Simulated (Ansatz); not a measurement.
Consider the formal loss of a carbene: `OC(F)B(F)F` → `[CH]F` + `OB(F)F`.

Program: Ansatz. Geometries: PBE0-D4/def2-TZVP. ΔE: electronic, gas phase. CBS: MP2 limit from def2 TZ/QZ plus the TZ coupled-cluster correction, frozen cores. This one scheme is used for every species. DFT in def2-TZVPP. B3LYP here is the variant with VWN-RPA as its local correlation; programs differ in this. One conformer a species, not always the lowest.

| level | ΔE (kJ/mol) |
| --- | --- |
| B3LYP-D4 | 206.6 |
| r2SCANh | 225.1 |

(1) What does CCSD(T)/CBS give? (Best estimate.)

Largest T1 diagnostic among the species: 0.018.

## Answers

(1) The calculation gave: +201.7 kJ/mol. The listed levels differ from it by 4.9, 23.4 kJ/mol.

In def2-TZVPP, CCSD(T) changes the Hartree–Fock value by +42.5 kJ/mol (the triples alone add +3.8 kJ/mol) and MP2 by +63.5 kJ/mol. Leaving LDA and LC-ωPBE aside and taking each functional with its dispersion term where it has one, the values, not all of them listed here, spread over 31.4 kJ/mol, from BLYP-D4 to PBE0-D4. LDA lies +52.9 kJ/mol from PBE without D4. The D4 term adds +8.9 kJ/mol with B3LYP and +4.7 kJ/mol with PBE0; it sums over pairs of atoms, weighted by their polarisabilities, and B3LYP, whose exchange is more repulsive, gets the larger term.
